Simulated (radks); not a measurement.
Values are calculated unless marked as measured or tabulated.
Valence configurations of Ru (all share [Kr]). Code: a radial shooting solver on a logarithmic mesh with Libxc functionals. Model: non-relativistic Kohn-Sham, BLYP, spin-unpolarised, spherical densities, point nucleus; relativity is left out, which matters for an element this heavy. Energies are relative to 4d7 5s1; eigenvalues in eV.

| valence | E (eV) | e(4d) | e(5p) | e(5s) |
|---|---|---|---|---|
| 4d8 | -0.775 | -3.163 | - | - |
| 4d7.5 5s0.5 | -0.561 | -4.219 | - | -3.462 |
| 4d7 5s1 | 0.000 | -5.408 | - | -3.904 |
| 4d6.5 5s1.5 | 0.958 | -6.708 | - | -4.364 |
| 4d6 5s2 | 2.358 | -8.102 | - | -4.837 |
| 4d6.5 5s1 5p0.5 | 2.604 | -7.455 | -1.513 | -4.873 |
| 4d7 5p1 | 3.127 | -6.868 | -1.639 | - |
| 4d6 5s1 5p1 | 5.952 | -9.478 | -2.023 | -5.740 |
| 4d5 5s1 5p2 | 14.964 | -13.553 | -2.960 | -7.325 |
| 4d4 5s2 5p2 | 22.302 | -16.681 | -3.405 | -8.204 |

NIST lists [Kr] 4d7 5s1 as the ground configuration; this level of theory puts 4d8 lower, by 0.775 eV. The energies are those of spherical spin-averaged densities, not of single terms. Relativity is left out, which favours d and f over s occupation in heavy atoms.
